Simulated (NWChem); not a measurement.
All runs are NWChem calculations. System: GeS, charge 0, spin multiplicity 1, at a geometry optimised with PBE0/def2-SVP. The structure started from a generated list of species. Level: B3LYP/def2-TZVP, VWN1-RPA local correlation.

The NWChem input:

```
start mol
memory heap 200 mb stack 900 mb global 1100 mb
geometry units angstroms nocenter noautoz
  Ge     0.000000     0.000000     0.672680
  S      0.000000     0.000000    -1.345359
  symmetry group C2v
end
basis spherical
  * library def2-tzvp
end
dft
  xc b3lyp
  semidirect memsize 60000000 filesize 0
  iterations 100
end
task dft energy
```

Part of the output:

```
             Northwest Computational Chemistry Package (NWChem) 7.3.0
             --------------------------------------------------------

                                NWChem Input Module
                                -------------------

 Scaling coordinates for geometry "geometry" by  1.889725989
 (inverse scale =  0.529177249)

 Turning off AUTOSYM since
 SYMMETRY directive was detected!

                             Geometry "geometry" -> ""
                             -------------------------

 Output coordinates in angstroms (scale by  1.889725989 to convert to a.u.)

  No.       Tag          Charge          X              Y              Z
 ---- ---------------- ---------- -------------- -------------- --------------
    1 Ge                  32.0000     0.00000000     0.00000000     0.67268000
    2 S                   16.0000     0.00000000     0.00000000    -1.34535900

 Effective nuclear repulsion energy (a.u.)     134.2584318181

            Nuclear Dipole moment (a.u.)
            ----------------------------
        X                 Y               Z
 ---------------- ---------------- ----------------
     0.0000000000     0.0000000000     0.0000302356

      Symmetry information
      --------------------

 Group name             C2v
 Group number             16
 Group order               4
 No. of unique centers     2

      Symmetry unique atoms

     1    2


 Summary of "ao basis" -> "" (spherical)
 ------------------------------------------------------------------------------
       Tag                 Description            Shells   Functions and Types
 ---------------- ------------------------------  ------  ---------------------
 *                         def2-tzvp                  on all atoms

                                 NWChem DFT Module
                                 -----------------

 Summary of "ao basis" -> "ao basis" (spherical)
 ------------------------------------------------------------------------------
       Tag                 Description            Shells   Functions and Types
 ---------------- ------------------------------  ------  ---------------------
 Ge                        def2-tzvp                16       48   6s5p4d1f
 S                         def2-tzvp                13       37   5s5p2d1f

 Summary of "ao basis" -> "ao basis" (spherical)
 ------------------------------------------------------------------------------
       Tag                 Description            Shells   Functions and Types
 ---------------- ------------------------------  ------  ---------------------
 Ge                        def2-tzvp                16       48   6s5p4d1f
 S                         def2-tzvp                13       37   5s5p2d1f

      Symmetry analysis of basis
      --------------------------

        a1         37
        a2          8
        b1         20
        b2         20

            General Information
            -------------------
          SCF calculation type: DFT
          Wavefunction type:  closed shell.
          No. of atoms     :     2
          No. of electrons :    48
           Alpha electrons :    24
            Beta electrons :    24
          Charge           :     0
          Spin multiplicity:     1
          Use of symmetry is: on ; symmetry adaption is: on
          Maximum number of iterations: 100
          AO basis - number of functions:    85
                     number of shells:    29
          Convergence on energy requested:  1.00D-06
          Convergence on density requested:  1.00D-05
          Convergence on gradient requested:  5.00D-04

              XC Information
              --------------
                         B3LYP Method XC Potential
                     Hartree-Fock (Exact) Exchange  0.200
                        Slater Exchange Functional  0.800 local
                    Becke 1988 Exchange Functional  0.720 non-local
              Lee-Yang-Parr Correlation Functional  0.810
                  VWN I RPA Correlation Functional  0.190 local

             Grid Information
             ----------------
          Grid used for XC integration:  medium
          Radial quadrature: Mura-Knowles
          Angular quadrature: Lebedev.
          Tag              B.-S. Rad. Rad. Pts. Rad. Cut. Ang. Pts.
          ---              ---------- --------- --------- ---------
          Ge                  1.25      112           8.0       590
          S                   1.00       88           8.0       590
          Grid pruning is: on
          Number of quadrature shells:   200
          Spatial weights used:  Erf1

          Convergence Information
          -----------------------
          Convergence aids based upon iterative change in
          total energy or number of iterations.
          Levelshifting, if invoked, occurs when the
          HOMO/LUMO gap drops below (HL_TOL):  1.00D-02
          DIIS, if invoked, will attempt to extrapolate
          using up to (NFOCK): 10 stored Fock matrices.

                    Damping( 0%)  Levelshifting(0.5)       DIIS
                  --------------- ------------------- ---------------
          dE  on:    start            ASAP                start
          dE off:    2 iters        100 iters           100 iters

      Screening Tolerance Information
      -------------------------------
          Density screening/tol_rho:  1.00D-10
          AO Gaussian exp screening on grid/accAOfunc:  14
          CD Gaussian exp screening on grid/accCDfunc:  20
          XC Gaussian exp screening on grid/accXCfunc:  20
          Schwarz screening/accCoul:  1.00D-08
[...]
      -------------------------------------

 Sum of atomic energies:       -2472.78556368

      Non-variational initial energy
      ------------------------------

 Total energy =   -2472.962085
 1-e energy   =   -3712.374260
 2-e energy   =    1105.153744
 HOMO         =      -0.284881
 LUMO         =      -0.037238

      Symmetry analysis of molecular orbitals - initial
      -------------------------------------------------

 !! scf_movecs_sym_adapt:   56 vectors were symmetry contaminated

  Symmetry fudging

 !! scf_movecs_sym_adapt:   52 vectors were symmetry contaminated

  Numbering of irreducible representations:

     1 a1          2 a2          3 b1          4 b2

  Orbital symmetries:

     1 a1          2 a1          3 a1          4 a1          5 b2
     6 b1          7 a1          8 a1          9 a1         10 b2
    11 b1         12 a1         13 b2         14 b1         15 a1
    16 b1         17 b2         18 a1         19 a2         20 a1
    21 a1         22 b2         23 b1         24 a1         25 b2
    26 b1         27 a1         28 a1         29 a2         30 a1
    31 b2         32 b1         33 a1         34 a1

------------------------------------------------------------
EAF file 0: "./mol.aoints.0" size=524288 bytes
------------------------------------------------------------
               write      read    awrite     aread      wait
               -----      ----    ------     -----      ----
     calls:        1         0         0         0         0
   data(b): 5.24e+05  0.00e+00  0.00e+00  0.00e+00
   time(s): 0.00e+00  0.00e+00  0.00e+00  0.00e+00  0.00e+00
rate(mb/s): 0.00e+00  0.00e+00
------------------------------------------------------------

 !! scf_movecs_sym_adapt:   40 vectors were symmetry contaminated

  Symmetry fudging

 !! scf_movecs_sym_adapt:   40 vectors were symmetry contaminated

   convergence    iter        energy       DeltaE   RMS-Dens  Diis-err    time
 ---------------- ----- ----------------- --------- --------- ---------  ------
 d= 0,ls=0.0,diis     1  -2475.2259333643 -2.61D+03  1.92D-02  9.51D-01     4.9

 !! scf_movecs_sym_adapt:   40 vectors were symmetry contaminated

  Symmetry fudging

 !! scf_movecs_sym_adapt:   38 vectors were symmetry contaminated

 d= 0,ls=0.0,diis     2  -2474.6408211784  5.85D-01  1.74D-02  3.40D+00     5.0

 !! scf_movecs_sym_adapt:   40 vectors were symmetry contaminated

  Symmetry fudging

 !! scf_movecs_sym_adapt:   40 vectors were symmetry contaminated

 d= 0,ls=0.0,diis     3  -2475.2589467655 -6.18D-01  3.59D-03  3.21D-01     5.1

 !! scf_movecs_sym_adapt:   44 vectors were symmetry contaminated

  Symmetry fudging

 !! scf_movecs_sym_adapt:   42 vectors were symmetry contaminated

 d= 0,ls=0.0,diis     4  -2475.3027502594 -4.38D-02  9.97D-04  2.06D-02     5.3

 !! scf_movecs_sym_adapt:   40 vectors were symmetry contaminated

  Symmetry fudging

 !! scf_movecs_sym_adapt:   40 vectors were symmetry contaminated

 d= 0,ls=0.0,diis     5  -2475.3042618731 -1.51D-03  2.72D-04  1.80D-03     5.4

 !! scf_movecs_sym_adapt:   42 vectors were symmetry contaminated

  Symmetry fudging

 !! scf_movecs_sym_adapt:   40 vectors were symmetry contaminated

  Resetting Diis
 d= 0,ls=0.0,diis     6  -2475.3044168410 -1.55D-04  1.03D-04  1.44D-04     5.5

 !! scf_movecs_sym_adapt:   40 vectors were symmetry contaminated

  Symmetry fudging

 !! scf_movecs_sym_adapt:   40 vectors were symmetry contaminated

 d= 0,ls=0.0,diis     7  -2475.3044403183 -2.35D-05  3.71D-05  3.66D-06     5.7

 !! scf_movecs_sym_adapt:   40 vectors were symmetry contaminated

  Symmetry fudging

 !! scf_movecs_sym_adapt:   40 vectors were symmetry contaminated

 d= 0,ls=0.0,diis     8  -2475.3044393756  9.43D-07  2.98D-05  8.90D-06     5.9

 !! scf_movecs_sym_adapt:   40 vectors were symmetry contaminated

  Symmetry fudging

 !! scf_movecs_sym_adapt:   40 vectors were symmetry contaminated

 d= 0,ls=0.0,diis     9  -2475.3044406592 -1.28D-06  8.89D-06  1.42D-06     6.0

 !! scf_movecs_sym_adapt:   42 vectors were symmetry contaminated

  Symmetry fudging

 !! scf_movecs_sym_adapt:   40 vectors were symmetry contaminated

 d= 0,ls=0.0,diis    10  -2475.3044408818 -2.23D-07  8.64D-07  1.80D-08     6.2

         Total DFT energy =    -2475.304440881842
      One electron energy =    -3712.394315330271
           Coulomb energy =     1207.608017978660
    Exchange-Corr. energy =     -104.776575348370
 Nuclear repulsion energy =      134.258431818139

 Numeric. integr. density =       48.000000339076

     Total iterative time =      4.0s

                  Occupations of the irreducible representations
                  ----------------------------------------------

                     irrep           alpha         beta
                     --------     --------     --------
                     a1               13.0         13.0
                     a2                1.0          1.0
                     b1                5.0          5.0
                     b2                5.0          5.0

                       DFT Final Molecular Orbital Analysis
                       ------------------------------------

 Vector   22  Occ=2.000000D+00  E=-2.822043D-01  Symmetry=a1
              MO Center= -3.4D-14, -6.0D-14, -9.4D-02, r^2= 3.4D+00
   Bfn.  Coefficient  Atom+Function         Bfn.  Coefficient  Atom+Function
  ----- ------------  ---------------      ----- ------------  ---------------
     6      0.442704  1 Ge s                 65     -0.382080  2 S  pz
    18      0.351342  1 Ge pz                68     -0.269791  2 S  pz
     5      0.202220  1 Ge s                 62     -0.186068  2 S  pz
    21      0.179629  1 Ge pz                12     -0.167215  1 Ge pz
    56      0.151767  2 S  pz                 4     -0.107998  1 Ge s

 Vector   23  Occ=2.000000D+00  E=-2.817663D-01  Symmetry=b1
              MO Center=  3.4D-14, -6.8D-19, -8.8D-01, r^2= 2.1D+00
   Bfn.  Coefficient  Atom+Function         Bfn.  Coefficient  Atom+Function
  ----- ------------  ---------------      ----- ------------  ---------------
    63      0.443443  2 S  px                66      0.291895  2 S  px
    16      0.231941  1 Ge px                60      0.207480  2 S  px
    19      0.189928  1 Ge px                54     -0.171845  2 S  px
    10     -0.106113  1 Ge px                57     -0.077499  2 S  px
    25     -0.048653  1 Ge d  1               7      0.040967  1 Ge px

 Vector   24  Occ=2.000000D+00  E=-2.817663D-01  Symmetry=b2
              MO Center=  1.3D-18,  6.1D-14, -8.8D-01, r^2= 2.1D+00
   Bfn.  Coefficient  Atom+Function         Bfn.  Coefficient  Atom+Function
  ----- ------------  ---------------      ----- ------------  ---------------
    64      0.443443  2 S  py                67      0.291895  2 S  py
    17      0.231941  1 Ge py                61      0.207480  2 S  py
    20      0.189928  1 Ge py                55     -0.171845  2 S  py
    11     -0.106113  1 Ge py                58     -0.077499  2 S  py
    23      0.048653  1 Ge d -1               8      0.040967  1 Ge py

 Vector   25  Occ=0.000000D+00  E=-9.326708D-02  Symmetry=b2
              MO Center=  1.2D-18, -4.8D-16,  3.0D-01, r^2= 3.5D+00
   Bfn.  Coefficient  Atom+Function         Bfn.  Coefficient  Atom+Function
  ----- ------------  ---------------      ----- ------------  ---------------
    20      0.656406  1 Ge py                17      0.433284  1 Ge py
    67     -0.340373  2 S  py                64     -0.256117  2 S  py
    11     -0.194430  1 Ge py                61     -0.136349  2 S  py
    55      0.102565  2 S  py                 8      0.074309  1 Ge py
    58      0.047499  2 S  py                14     -0.041153  1 Ge py

 Vector   26  Occ=0.000000D+00  E=-9.326708D-02  Symmetry=b1
              MO Center=  1.9D-16, -1.2D-18,  3.0D-01, r^2= 3.5D+00
   Bfn.  Coefficient  Atom+Function         Bfn.  Coefficient  Atom+Function
  ----- ------------  ---------------      ----- ------------  ---------------
    19      0.656406  1 Ge px                16      0.433284  1 Ge px
    66     -0.340373  2 S  px                63     -0.256117  2 S  px
    10     -0.194430  1 Ge px                60     -0.136349  2 S  px
    54      0.102565  2 S  px                 7      0.074309  1 Ge px
    57      0.047499  2 S  px                13     -0.041153  1 Ge px

 Vector   27  Occ=0.000000D+00  E= 4.115567D-02  Symmetry=a1
              MO Center=  1.3D-15,  1.4D-15,  2.6D-01, r^2= 5.7D+00
   Bfn.  Coefficient  Atom+Function         Bfn.  Coefficient  Atom+Function
  ----- ------------  ---------------      ----- ------------  ---------------
    21      1.473808  1 Ge pz                53      1.347850  2 S  s
     6     -1.193999  1 Ge s                 68      0.957641  2 S  pz
    65      0.278648  2 S  pz                18      0.269875  1 Ge pz
    51     -0.163001  2 S  s                  5     -0.128733  1 Ge s
    52      0.121314  2 S  s                  4      0.103767  1 Ge s

 center of mass
 --------------
 x =   0.00000000 y =   0.00000000 z =   0.11977640

 moments of inertia (a.u.)
 ------------------
         324.585733382084           0.000000000000           0.000000000000
           0.000000000000         324.585733382084           0.000000000000
           0.000000000000           0.000000000000           0.000000000000

     Multipole analysis of the density
     ---------------------------------

     L   x y z        total         alpha         beta         nuclear
     -   - - -        -----         -----         ----         -------
     0   0 0 0     -0.000000    -24.000000    -24.000000     48.000000

     1   1 0 0      0.000000      0.000000      0.000000      0.000000
     1   0 1 0      0.000000      0.000000      0.000000      0.000000
     1   0 0 1      0.869246      0.434608      0.434608      0.000030

     2   2 0 0    -21.792245    -10.896123    -10.896123      0.000000
     2   1 1 0     -0.000000     -0.000000     -0.000000      0.000000
     2   1 0 1     -0.000000     -0.000000     -0.000000      0.000000
     2   0 2 0    -21.792245    -10.896123    -10.896123      0.000000
     2   0 1 1      0.000000      0.000000      0.000000      0.000000
     2   0 0 2    -23.556993    -89.341659    -89.341659    155.126325

 Task  times  cpu:        6.2s     wall:        6.2s

 Total times  cpu:        6.3s     wall:        6.3s
```
